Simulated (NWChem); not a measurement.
System: MgNH3; SMILES [MgH][NH2]

Here is an NWChem input.

```
start job
memory heap 200 mb stack 900 mb global 1100 mb
geometry units angstroms noautosym nocenter noautoz
  Mg     0.287233    -0.696774    -0.038591
  H      0.464550    -2.384756    -0.091440
  N      0.090652     1.180197     0.020102
  H     -0.776576     1.695630    -0.015497
  H      0.832226     1.860650     0.096834
end
basis spherical
  * library 6-31+g*
end
dft
  xc pbe0
  iterations 150
end
property
  response 1 0.0
end
task dft property
```

NWChem printed, in part:

```
             Northwest Computational Chemistry Package (NWChem) 7.3.0
             --------------------------------------------------------

                             Geometry "geometry" -> ""
                             -------------------------

 Output coordinates in angstroms (scale by  1.889725989 to convert to a.u.)

  No.       Tag          Charge          X              Y              Z
 ---- ---------------- ---------- -------------- -------------- --------------
    1 Mg                  12.0000     0.28723300    -0.69677400    -0.03859100
    2 H                    1.0000     0.46455000    -2.38475600    -0.09144000
    3 N                    7.0000     0.09065200     1.18019700     0.02010200
    4 H                    1.0000    -0.77657600     1.69563000    -0.01549700
    5 H                    1.0000     0.83222600     1.86065000     0.09683400

 Effective nuclear repulsion energy (a.u.)      41.0788529655

                              NWChem Property Module
                              ----------------------

                                 NWChem DFT Module
                                 -----------------

 Summary of "ao basis" -> "ao basis" (spherical)
 ------------------------------------------------------------------------------
       Tag                 Description            Shells   Functions and Types
 ---------------- ------------------------------  ------  ---------------------
 Mg                         6-31+g*                 10       22   5s4p1d
 H                          6-31+g*                  2        2   2s
 N                          6-31+g*                  8       18   4s3p1d

            General Information
            -------------------
          SCF calculation type: DFT
          Wavefunction type:  closed shell.
          No. of atoms     :     5
          No. of electrons :    22
           Alpha electrons :    11
            Beta electrons :    11
          Charge           :     0
          Spin multiplicity:     1
          Use of symmetry is: off; symmetry adaption is: off
          Maximum number of iterations: 150
          AO basis - number of functions:    46
                     number of shells:    24
          Convergence on energy requested:  1.00D-06
          Convergence on density requested:  1.00D-05
          Convergence on gradient requested:  5.00D-04

              XC Information
              --------------
                         PBE0 Method XC Functional
                     Hartree-Fock (Exact) Exchange  0.250
          PerdewBurkeErnzerhof Exchange Functional  0.750
            Perdew 1991 LDA Correlation Functional  1.000 local
           PerdewBurkeErnz. Correlation Functional  1.000 non-local

             Grid Information
             ----------------
          Grid used for XC integration:  medium
          Radial quadrature: Mura-Knowles
          Angular quadrature: Lebedev.
          Tag              B.-S. Rad. Rad. Pts. Rad. Cut. Ang. Pts.
          ---              ---------- --------- --------- ---------
          Mg                  1.50       88          13.0       590
          H                   0.35       45          11.0       434
          N                   0.65       49          12.0       434
          Grid pruning is: on
          Number of quadrature shells:   272
          Spatial weights used:  Erf1

      Superposition of Atomic Density Guess
      -------------------------------------

 Sum of atomic energies:        -255.38567052

      Non-variational initial energy
      ------------------------------

 Total energy =    -255.774372
 1-e energy   =    -435.753269
 2-e energy   =     138.900044
 HOMO         =      -0.343147
 LUMO         =      -0.041364

   convergence    iter        energy       DeltaE   RMS-Dens  Diis-err
 ---------------- ----- ----------------- --------- --------- ---------
 d= 0,ls=0.0,diis     1   -256.3728792463 -2.97D+02  2.14D-02  4.71D-01
 d= 0,ls=0.0,diis     2   -256.2756425089  9.72D-02  1.22D-02  1.26D+00
 d= 0,ls=0.0,diis     3   -256.4357611351 -1.60D-01  1.75D-03  8.79D-03
 d= 0,ls=0.0,diis     4   -256.4369091835 -1.15D-03  4.39D-04  1.69D-04
 d= 0,ls=0.0,diis     5   -256.4369480078 -3.88D-05  7.43D-05  2.65D-06
 d= 0,ls=0.0,diis     6   -256.4369485602 -5.52D-07  7.56D-06  6.22D-08

         Total DFT energy =     -256.436948560215
      One electron energy =     -437.695495406927
           Coulomb energy =      164.555084885157
    Exchange-Corr. energy =      -24.375391003973
 Nuclear repulsion energy =       41.078852965528

 Numeric. integr. density =       21.999998959338

                       DFT Final Molecular Orbital Analysis
                       ------------------------------------

 Vector    9  Occ=2.000000D+00  E=-3.611576D-01
              MO Center=  1.3D-01,  7.7D-01,  7.2D-03, r^2= 1.6D+00
   Bfn.  Coefficient  Atom+Function         Bfn.  Coefficient  Atom+Function
  ----- ------------  ---------------      ----- ------------  ---------------
    28      0.469270  3 N  py                32      0.309915  3 N  py
     6     -0.254473  1 Mg s                  2      0.163995  1 Mg s
    30     -0.162213  3 N  s                 43      0.129488  4 H  s
    45      0.129448  5 H  s                 26     -0.102590  3 N  s
     4      0.081737  1 Mg py                44      0.073288  4 H  s

[...]

 DFT Linear Response polarizability / au
 Frequency  =       0.0000000 / au
              X              Y              Z
 -----------------------------------------------
 X      28.6325671     -1.3730492     -0.5172903
 Y      -1.3730491     41.7387930      0.1232761
 Z      -0.5172903      0.1232753     35.6820308
 -----------------------------------------------
 Eigenvalues =      28.4554086     41.8860978     35.7118846
 Isotropic   =      35.3511303
 Anisotropic =      11.6438990
 -----------------------------------------------

 Magnetic Dipole Response Matrix (nonzero elements):

 Exiting AOResponse driver routine
```

Level: PBE0/6-31+G* (spherical d). Geometry: optimised at PBE0-D3(BJ)/def2-TZVP.
